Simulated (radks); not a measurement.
The scandium ion Sc17+, configuration [He] 2s2.

All-electron calculation, scalar-relativistic Kohn-Sham, SCAN, spin-unpolarised, spherical densities, finite nucleus; meta-GGA in the generalised Kohn-Sham scheme; Fermi nuclear charge, rms radius 3.5459 fm. Program: a radial shooting solver on a logarithmic mesh with Libxc functionals.

Energy parts (eV):
total: -14211.584
kinetic: 14366.847
electron-nucleus: -29437.350
Hartree: 1315.951
exchange-correlation: -457.032

Orbitals (lengths in bohr, moments of r in powers of bohr; <r^-3> diverges for s and p1/2):
\begin{tabular}{lrrrr}
orbital & occ. & eigenvalue (eV) & <1/r> & <r^-3> \\ \hline
1s & 2 & -5345.046 & 20.89 & - \\
2s & 2 & -1181.425 & 4.868 & - \\
\end{tabular}

The highest occupied level is 2s at -1181.4 eV. Summed over all electrons, <r^2> = 0.2326 bohr^2, which gives a Langevin (diamagnetic) susceptibility term of -0.184 x 10^-6 cm^3/mol. The electron density at the nucleus is 7439 e/bohr^3 (large components only). For comparison, the ionisation energy in NIST's Atomic Spectra Database is 1213.1 eV (semi-empirical). In exact Kohn-Sham theory the highest level is minus the ionisation energy, but local and semilocal functionals leave it too shallow, through self-interaction and a potential that decays too fast; potentials with the right tail come closer.

Empty levels of this run are not shown, since the potential may be unsettled where no density lies.
